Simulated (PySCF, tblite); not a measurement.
Species: C4H3F6NOSi.
Atom-mapped SMILES: `[N:1]#[C:2][C@H:3]([O:4][SiH2:5][C:6]([F:7])([F:8])[F:9])[C:10]([F:11])([F:12])[F:13]` (hydrogens: H14 on C3; H15, H16 on Si5)

Structure optimised with GFN2-xTB, isolated species.

Task: Give the optimised bond lengths and angles.

Result: 
| bond | length (bohr) | order |
| --- | --- | --- |
| N1≡C2 | 2.153 | triple |
| C2–C3 | 2.761 | single |
| C3–O4 | 2.616 | single |
| O4–Si5 | 3.069 | single |
| Si5–C6 | 3.656 | single |
| C6–F7, C6–F8, C6–F9 | 2.543 | single |
| C3–C10 | 2.903 | single |
| C10–F11, C10–F12, C10–F13 | 2.522 | single |
| C3–H14 | 2.085 | single |
| Si5–H15 | 2.750 | single |
| Si5–H16 | 2.754 | single |

Bonds in one row agree within 0.02 bohr and their mean is given. Orders are formal, as drawn. A selection of angles:
| angle | degrees |
| --- | --- |
| N1–C2–C3 | 179.1 |
| C2–C3–O4 | 110.4 |
| C2–C3–C10 | 108.4 |
| O4–C3–C10 | 112.0 |
| C3–O4–Si5 | 132.2 |
| O4–Si5–C6 | 97.7 |
| Si5–C6–F7 | 113.4 |
| Si5–C6–F8 | 110.4 |
| F7–C6–F8 | 105.9 |
| C3–C10–F11 | 110.7 |
| F11–C10–F12 | 107.2 |

Torsions: C2–C3–O4–Si5 -139° (anticlinal); C3–O4–Si5–C6 -179° (antiperiplanar); O4–Si5–C6–F7 59° (synclinal); C2–C3–C10–F11 -179° (antiperiplanar).

The C–C distances run from 1.461 Å (C2–C3, drawn single) to 1.536 Å (C3–C10, drawn single), a spread of 0.075 Å. O4 (silyl ether oxygen) is bent (angle 132.2°). Si5 (oxygen-bound silicon) is distorted tetrahedral (angles from 97.7° to 115.5°). Of the pairs four or more bonds apart, Si5···F11 is among the closest relative to their van der Waals radii: 2.89 Å, 81 % of the sum of Bondi's values.

Point group: C1 (no symmetry element, even within 0.4 Å). Its lowest GFN2-xTB frequency is 11 cm⁻¹, too small to tell a flat minimum from a shallow saddle. One conformer, not necessarily the lowest. 3 starts were optimised and ended at 0.00, 1.07 and 2.56 kcal/mol (GFN2-xTB); the lowest of these is shown.

The numbers are calculated, not measured.
